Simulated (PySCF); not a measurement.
Electron correlation in Mo³⁺ (molybdenum, charge +3)

Starting occupation: [Kr] 4d2 5s1, 4d5/2 with m_j = +3/2, +5/2, 5s1/2 with m_j = +1/2. All numbers are calculated (PySCF 2.14, X2C-1e with screened-nucleus spin-orbit coupling, Gaussian nucleus, in x2c-TZVPall-2c with one added diffuse shell each of s, p, d type (9s10p8d1f, 86 functions)). Frozen: [Ar] 3d10; 11 electrons correlated; the 6 highest virtual spinors left out.

MP2 pair energies summed by pair of shells (mhartree):

| pair | energy | share (%) |
| --- | --- | --- |
| 4p-4p | -101.43 | 44.6 |
| 4d-4p | -57.85 | 25.4 |
| 4p-4s | -23.93 | 10.5 |
| 4p-5s | -21.74 | 9.6 |
| 4d-5s | -7.51 | 3.3 |
| 4d-4s | -5.51 | 2.4 |
| 4s-4s | -5.31 | 2.3 |
| 4d-4d | -2.94 | 1.3 |
| 4s-5s | -1.44 | 0.6 |

Total MP2 correlation energy: -227.66 mhartree.

The GHF reference relaxed away from the jj start to a determinant that is no pure jj level (⟨S²⟩ = 3.75, ⟨J²⟩ = 24.76); the energies belong to that determinant.

This basis was not built for core-valence correlation, so the inner-shell part is incomplete.
